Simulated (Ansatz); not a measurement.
Species: H4BO3, charge 1, singlet. H4BO3+ (SMILES OB(O)[OH2+]).
B3LYP-D3(BJ)/def2-TZVP minimum from Ansatz (a first-principles code):
```xyz
8

O     -1.1155    -0.6855     0.0687
B      0.1555     0.0956    -0.0096
O     -0.1119     1.3910     0.0356
O      1.1843    -0.7320    -0.1016
H     -1.9842    -0.2538     0.1412
H      0.5886     2.0524    -0.0030
H      2.0899    -0.4064    -0.1619
H     -1.1268    -1.6580     0.0504
```
Charge +1, spin multiplicity 1.

Total energies in cc-pVDZ, 24 correlated electrons, 4 frozen orbitals. Radicals and triplets start from unrestricted determinants; spin-orbit coupling is neglected. Correlated methods leave the cores frozen. No relativity.

```json
[
 {"method": "HF", "program": "Ansatz", "energy (Eh)": "-251.51293", "minus CCSDT(Q) (mEh)": "675.63"},
 {"method": "MP2", "program": "Ansatz", "energy (Eh)": "-252.15226", "minus CCSDT(Q) (mEh)": "36.30"},
 {"method": "CCSD", "program": "Ansatz", "energy (Eh)": "-252.17219", "minus CCSDT(Q) (mEh)": "16.37"},
 {"method": "CCSD(T)", "program": "Ansatz", "energy (Eh)": "-252.18639", "minus CCSDT(Q) (mEh)": "2.17"},
 {"method": "CCSDT(Q)", "program": "Ansatz", "energy (Eh)": "-252.18856", "minus CCSDT(Q) (mEh)": "0.00"}
]
```

Rough core times of Ansatz's runs on a shared machine: CCSD(T) under 20 s, CCSDT(Q) 7 min.
